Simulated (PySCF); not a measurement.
Be(OH)(GeH3), H₄BeGeO, SMILES [OH][Be][GeH3], singlet, PBE0/def2-SVP optimised geometry.

```
7

Be    -0.22     0.12     0.00
O     -1.61     0.11     0.01
H     -2.56     0.14    -0.01
Ge     1.96     0.12     0.00
H      2.56    -1.22     0.49
H      2.56     0.36    -1.40
H      2.56     1.22     0.91
```

Density from PBE0/def2-TZVP run with PySCF 2.14.0 at that geometry.

Minimum of the electron density along straight lines between bonded atoms, close to the bond critical point (lines longer than 1.1 times the sum of covalent radii, or with two minima, are not listed):

```tsv
bond	length / Å	ρ at the minimum / e bohr⁻³	∇²ρ there / e bohr⁻⁵	position (fraction from the first atom)
Be1–O2	1.391	0.134	___	0.36
O2–H3	0.948	0.362	___	0.82
Be1–Ge4	2.181	0.071	___	0.30
Ge4–H5	1.546	0.129	0.07	0.59
Ge4–H6	1.546	0.129	0.07	0.59
Ge4–H7	1.546	0.129	0.07	0.59
```

Problem. What belongs in the gaps?

Solution. 
- Be1–O2, ∇²ρ there / e bohr⁻⁵: 1.30
- O2–H3, ∇²ρ there / e bohr⁻⁵: -2.59
- Be1–Ge4, ∇²ρ there / e bohr⁻⁵: -0.01
